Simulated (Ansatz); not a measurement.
Consider the formal exchange of groups at the Si–O bond: `CO[Si](C)(N)Cl` + `C#CCS` → `C[Si](N)(S)Cl` + `C#CCOC`.

Computed with Ansatz on PBE0-D4/def2-TZVP structures; ΔE is electronic, products minus reactants. CCSD(T)/CBS is the MP2 limit (def2-TZVPP, def2-QZVPP) plus CCSD(T) − MP2 in def2-TZVPP, frozen cores. Functionals use def2-TZVPP. Each species was taken in one conformer, which may not be the lowest.

CCSD(T)/CBS gives +71.4 kJ/mol.

Question: Another level gave +65.8 kJ/mol. Which?
A. SCS-MP2/def2-TZVPP
B. PBE0/def2-TZVPP
C. PBE/def2-TZVPP
D. r2SCAN-D4/def2-TZVPP

Answer: D. r2SCAN-D4 65.8, PBE 56.8, SCS-MP2/def2-TZVPP 74.1, PBE0 61.1 kJ/mol.

Largest T1 diagnostic among the species: 0.011.

From PBE to PBE0 (25 % exact exchange), in def2-TZVPP and without D4, ΔE moves by +4.3 kJ/mol. In def2-TZVPP, CCSD(T) changes the Hartree–Fock value by −5.9 kJ/mol (the triples alone add −1.8 kJ/mol) and MP2 by −3.2 kJ/mol.
